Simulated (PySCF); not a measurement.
# Worked example: chemical shift, span and skew from a shielding tensor

B(F)(Br)(Et) (C₂H₅BBrF), SMILES FB(Br)CC. Atoms are numbered in the order given.

```xyz
10

B      0.2954    -0.4638     0.0000
F      1.5933    -0.7577     0.0000
Br    -0.1610     1.4193     0.0000
C     -0.8117    -1.5738     0.0000
C     -0.3080    -3.0218     0.0000
H     -1.4743    -1.3735    -0.8732
H     -1.4743    -1.3735     0.8732
H      0.3162    -3.2353     0.8910
H      0.3162    -3.2353    -0.8910
H     -1.1470    -3.7460     0.0000
```
Charge 0, spin multiplicity 1.

Coordinates come from a PBE-D3(BJ)/def2-SVP optimisation. This is a generated structure with no PubChem entry under its InChIKey; it may be hypothetical. Other conformers were not sampled.

GIAO shieldings from PySCF with HF/pcSseg-1, non-relativistic, no solvent. The symmetric part of the tensor of F2 has the principal values 73.7, 206.0, 430.2 ppm. The same nucleus in CFCl3 has σ = 238.5 ppm at this level (PySCF, at its B3LYP-D3(BJ)/def2-TZVP geometry). Without spin–orbit terms, shifts of atoms bonded to Cl or Br come out too high.

### Question
Work out the isotropic shielding, the ¹⁹F shift against CFCl3, the span and the skew.

### Answer

σ(iso) = (σ11 + σ22 + σ33)/3 = 236.6 ppm. δ = σ(ref) − σ(iso) = 238.5 − (236.6) = 1.9 ppm.
Span Ω = σ33 − σ11 = 356.5 ppm. Skew κ = 3(σ(iso) − σ22)/Ω = 0.26. Tumbling in solution averages the tensor to δ; in a static solid the shielding alone would spread this spin-1/2 line over Ω.
